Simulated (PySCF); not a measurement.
H2Se2Zn, SMILES [SeH][Zn][SeH].

Geometry optimised at PBE-D3(BJ)/def2-SVP. The structure was generated by enumeration; whether it is a known compound was not checked. One conformer was computed; it need not be the lowest.

All values below come from PBE-D3(BJ)/def2-SVP (PySCF).

Frequencies are harmonic and unscaled.

| mode | ν (cm⁻¹) | IR (km/mol) | moving atoms (share of kinetic energy) |
|---|---|---|---|
| 1 | 70 | 3.9 | Zn 70 %, Se 28 % |
| 2 | 70 | 4.1 | Zn 70 %, Se 28 % |
| 3 | 132 | 5.3 | H 99 % |
| 4 | 191 | 0.0 | Se 99 % |
| 5 | 354 | 35.4 | Zn 71 %, Se 29 % |
| 6 | 550 | 1.4 | H 97 % |
| 7 | 550 | 1.2 | H 97 % |
| 8 | 2346 | 11.6 | H 99 % |
| 9 | 2347 | 11.2 | H 99 % |
